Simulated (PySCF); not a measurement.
## How methods differ on the ionisation energy of Co

Co [Ar] 3d7 4s2 (4F) → Co⁺ [Ar] 3d8 (3F), as a difference of total energies. Computed with PySCF 2.14 in jorge-DZP-DKH, with the spin-free X2C one-electron Hamiltonian (Gaussian nucleus). Correlated levels: valence: [Ar] frozen. The calculations carry no spin-orbit coupling.

| method | ionisation energy (eV) |
| --- | --- |
| UHF | 8.161 |
| BP86 | 8.004 |
| PBE0 | 7.955 |
| MP2 (valence) | 7.568 |
| SCS-MP2 (valence) | 7.640 |

Task: How much does correlation contribute at MP2 (valence)?

Result: 7.568 − (8.161) = -0.593 eV, measured against UHF.

Errors of the correlated levels include the incompleteness of this basis and the frozen core.

MP2 underrates the near-degeneracy of ns² with np² in the lower species.

For comparison: 7.869 eV (measured; NIST levels, between the centres of gravity of the two terms).
